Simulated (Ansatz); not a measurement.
Molecule: C₂H₆B, charge 0, multiplicity 2. It need not be the lowest isomer of its formula. 
Structure (B3LYP-D3(BJ)/def2-TZVP (Ansatz, an electronic-structure program) minimum search):
```
B
H 1 1.1978
C 1 1.5315 2 118.33
H 3 1.0856 1 123.38 2 0.00
H 3 1.0873 4 113.87 1 -180.00
C 1 1.5639 2 118.86 3 180.00
H 6 1.0917 1 115.09 2 -180.00
H 6 1.0969 7 108.29 1 123.61
H 6 1.0969 7 108.29 8 112.77
```
Charge 0, spin multiplicity 2.

Total electronic energies in hartree. Correlated levels leave the core frozen unless marked. UHF or UKS for open shells. Spin-orbit coupling is left out. No relativistic terms. Basis-set limits of correlation are two-point, X^-3; Hartree-Fock from the larger set (for Q and 5 zeta extrapolated as (X+1)exp(-9√X)). The bracket is a focal-point correction in the basis named.

```tsv
level	program	energy (Eh)
HF/STO-3G	Ansatz	-102.63085
HF/cc-pVQZ	Ansatz	-103.91936
RI-HF/aug-cc-pVQZ	Ansatz	-103.91951
RI-HF/cc-pVQZ	Ansatz	-103.91934
PBE/def2-TZVPD	Ansatz	-104.48182
PBE0/6-31G*	Ansatz	-104.46947
PBE0/def2-TZVP	Ansatz	-104.50864
BHLYP-D3(BJ)/def2-TZVPD	Ansatz + dftd3	-104.59567
BHLYP/def2-TZVPD	Ansatz	-104.58977
B2GP-PLYP-D4/def2-TZVPD	Ansatz + dftd4	-104.51491
B2PLYP-D3(BJ)/def2-TZVPD	Ansatz + dftd3	-104.54026
B2PLYP-D4/def2-TZVPD	Ansatz + dftd4	-104.53959
PBE-QIDH/def2-TZVPD	Ansatz	-104.48739
MP2/cc-pwCVTZ	Ansatz	-104.34279
RI-MP2/aug-cc-pVTZ	Ansatz	-104.34278
SCS-MP2/STO-3G	Ansatz	-102.76617
SCS-MP2/6-31G	Ansatz	-104.05480
SCS-MP2/cc-pVTZ	Ansatz	-104.34697
CCSD/cc-pVDZ	Ansatz	-104.27546
CCSD/cc-pVTZ	Ansatz	-104.37930
CCSD(T)/6-31G*	Ansatz	-104.23520
RI-MP2/CBS(aug-cc-pVTZ,aug-cc-pVQZ)+[CCSD(T)-MP2]/aug-cc-pVQZ	Ansatz	-104.4444
CCSD(T)/CBS(cc-pVQZ,cc-pV5Z)	Ansatz	-104.4411
```

Totals of different functionals don't rank their quality; only differences between species are comparable.
